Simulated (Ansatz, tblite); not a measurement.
Spin states of Li6H7, each relaxed with PBE0-D4/def2-TZVP in Ansatz. Electronic energies in the gas phase.

The xTB rows come from tblite. B3LYP takes the VWN-RPA correlation. HSE06 is defined as in plane-wave codes, on full-range PBE exchange. Correlated methods freeze no core orbitals; core or outer-core shells of Li are correlated, in sets that lack core-valence functions. In the doublet, H8 and H11 lie 0.75 Å apart (atoms count from 1), so H2 has formed as a molecule. In the quartet, H8 and H11 lie 0.75 Å apart, H7 and H10 lie 0.91 Å apart (atoms count from 1), so H2 has formed as a molecule. The structure comes from a short search, and lower isomers may exist.

Doublet geometry:

Cartesian coordinates in Å:
```
Li -0.136 -0.028 1.783
Li -1.749 -1.567 0.370
Li -0.431 -0.058 -2.627
Li 0.610 -0.996 -0.478
Li -1.342 1.050 -0.508
Li 1.060 1.378 -1.318
H -0.103 -1.675 1.068
H 1.394 0.130 3.128
H 0.429 0.816 0.296
H -1.251 -0.798 -1.182
H 0.821 0.375 3.551
H 1.267 -0.275 -2.033
H -0.569 1.647 -2.048
```

Quartet geometry:

Cartesian coordinates in Å:
```
Li -0.197 1.046 -1.048
Li 2.655 0.512 -0.039
Li 0.833 -1.440 2.000
Li -0.193 -1.694 -0.788
Li 0.744 1.308 1.959
Li -1.339 -0.623 1.104
H 1.248 -0.348 -0.929
H -1.654 1.734 -2.398
H -1.307 -0.285 -0.717
H 1.021 -0.343 -0.051
H -1.216 2.347 -2.407
H -0.340 -2.184 0.883
H -0.256 -0.030 2.432
```

⟨S²⟩: doublet 0.75 at PBE0-D4/def2-TZVP (pure 0.75), quartet 3.75 at PBE0-D4/def2-TZVP (pure 3.75).

Only these spin states were relaxed. The quartet has other bonds than the doublet, so the gap mixes isomer and spin.

(1) Estimate which spin state lies lowest at each of these levels, and by how much: GFN1-xTB; HF/STO-3G; LDA (SPW92)/def2-TZVP; PBE-D4/def2-TZVP; BLYP-D4/def2-TZVP; r2SCANh-D4/def2-TZVP; B3LYP-D4/def2-TZVP; HSE06-D4/def2-TZVP; RPA@PBE/def2-TZVP; MP2/def2-TZVP; CCSD/def2-TZVP; CCSD(T)/def2-TZVP.

Results:

(1) 
```
                level  quartet − doublet (kcal/mol)  lowest of these
             GFN1-xTB                         122.5          doublet
            HF/STO-3G                          81.1          doublet
LDA (SPW92)/def2-TZVP                          67.3          doublet
     PBE-D4/def2-TZVP                          66.5          doublet
    BLYP-D4/def2-TZVP                          73.9          doublet
 r2SCANh-D4/def2-TZVP                          67.7          doublet
   B3LYP-D4/def2-TZVP                          76.3          doublet
   HSE06-D4/def2-TZVP                          69.0          doublet
    RPA@PBE/def2-TZVP                          73.1          doublet
        MP2/def2-TZVP                          72.0          doublet
       CCSD/def2-TZVP                          73.1          doublet
    CCSD(T)/def2-TZVP                          72.8          doublet
```

Change of the quartet − doublet gap on mixing in exact exchange, in kcal/mol: BLYP to B3LYP (20 % exact exchange) 2.3. The xTB methods have no term that favours high spin, so they put low spin too low.
